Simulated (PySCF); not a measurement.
O3W, charge -1, doublet, geometry from GFN2-xTB (such geometries of metal compounds can be far from the true shape) (the multiplicity is a formal guess) (core potentials on W), with bond 4-1 at 1.25 times its length.

PySCF was given this input:
```python
from pyscf import gto, scf, dft

mol = gto.M(
    atom='''
W     0.000000    0.000000    0.000000
O     1.540886   -0.322071   -0.687406
O    -0.498838   -0.831789    1.417700
O    -1.302560    1.442325   -0.912867
''',
    basis='def2-sv(p)',
    ecp={'W': 'def2-sv(p)'},
    charge=-1,
    spin=1,
    verbose=4,
)

mf = dft.UKS(mol)
mf.xc = 'b3lyp'
mf.kernel()
mo_i, mo_e, stable_i, stable_e = mf.stability(internal=True, external=False, return_status=True, nroots=6, tol=1e-6)
print('internally stable:', stable_i, ' externally stable:', stable_e)
if not stable_i:
    umf = mf.copy()
    umf.scf_summary = {}
    umf.kernel(umf.make_rdm1(mo_i, mf.mo_occ))
```

What <S^2> does PySCF with B3LYP/def2-SV(P) give?

0.832

Predict the nuclear repulsion energy from B3LYP/def2-SV(P).

128.1888 Eh

Predict the Mulliken (on the basis functions themselves) charges in atom order from B3LYP/def2-SV(P).

W1 0.76, O2 -0.57, O3 -0.57, O4 -0.63

Estimate the total energy that B3LYP/def2-SV(P) returns for this input.

-292.693770 Ha

These values belong to the state on which the SCF converged, which isn't shown to be the lowest.
